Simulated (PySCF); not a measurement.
Compound: C₃H₆F₂GeO₂.
Numbering: `[F:1][CH:2]([F:3])[GeH:4]1[O:5][CH2:6][CH2:7][O:8]1`

The computed photoelectron lines, unassigned: C 1s: 292.30 (area 2), 295.20 (area 1) eV; O 1s: 537.85 eV; F 1s: 693.38 eV.

Method used: delta-SCF UKS SCAN, pcX-2 on the ionised atom, pcseg-1 elsewhere, spin-free X2C in PySCF. Geometry: PBE0-D3(BJ)/def2-SVP, one conformer, isolated molecule.

Task: Order the carbon atoms by C 1s binding energy.

Result: 292.30 eV: C6/C7 (sp3 carbon bound to oxygen); 295.20 eV: C2 (CHF2 carbon). Lowest listed C 1s: C6/C7, bonded to O, C and 2 H. Highest, 2.90 eV above it: C2, bonded to 2 F, H and Ge. Summing the Pauling electronegativity differences to the bonded atoms, each weighted by its formal bond order, gives +0.19 for the lowest site and +1.97 for the highest.

Bonded neighbours of each site: F1/F3: C; C2: 2 F, H and Ge; O5/O8: C and Ge; C6/C7: O, C and 2 H.

Task: Which photon energy gives electrons from F 1s of F1/F3 a kinetic energy of 50 eV, and what is their de Broglie wavelength?

Result: hν = 693.38 + 50 = 743.38 eV, recoil neglected; λ = 12.264 Å/√(E/eV) = 1.73 Å.

One atom of each set of topologically equivalent atoms was ionised and stands for the set; in this conformer not all members are related by symmetry, and their own values weren't computed. No level of germanium is listed.
